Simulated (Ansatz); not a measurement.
`[NH2][Ga]([Cl])[Cl]` and `[NH2][Al]([Cl])[Cl]` differ in one element.

Ansatz, PBE0-D4/def2-TZVP geometries, multiplicity 1. Each molecule was computed in one conformer, which needn't be the lowest.

Scalar relativity is left out up to krypton.

```
                                                                                  property  `[NH2][Ga]([Cl])[Cl]`
ideal-gas entropy at 298 K and 1 bar (rigid rotor, harmonic PBE0-D4/def2-TZVP) / J/(mol·K)                    349
                                            size of the dipole moment (PBE/def2-TZVPP) / D                   2.62
                                        size of the dipole moment (ωB97M-V/def2-TZVPP) / D                   2.57
                                            zero-point energy (PBE0-D4/def2-TZVP) / kJ/mol                   72.8
                                                         HOMO energy (PBE/def2-TZVPP) / eV                  -6.65
                                                   HOMO–LUMO gap (ωB97M-V/def2-TZVPP) / eV                  11.30
```

Give the same properties after the change, and the shifts. (Best estimate.)

Computed: 
```tsv
property	`[NH2][Al]([Cl])[Cl]`	shift
ideal-gas entropy at 298 K and 1 bar (rigid rotor, harmonic PBE0-D4/def2-TZVP) / J/(mol·K)	323	-26
size of the dipole moment (PBE/def2-TZVPP) / D	2.32	-0.30
size of the dipole moment (ωB97M-V/def2-TZVPP) / D	2.30	-0.27
zero-point energy (PBE0-D4/def2-TZVP) / kJ/mol	76.5	3.7
HOMO energy (PBE/def2-TZVPP) / eV	-6.60	0.05
HOMO–LUMO gap (ωB97M-V/def2-TZVPP) / eV	11.46	0.16
```

Dipoles are sizes alone; their direction can turn. Modes under 60 cm⁻¹, often nearly free rotors, make the harmonic entropy too high.
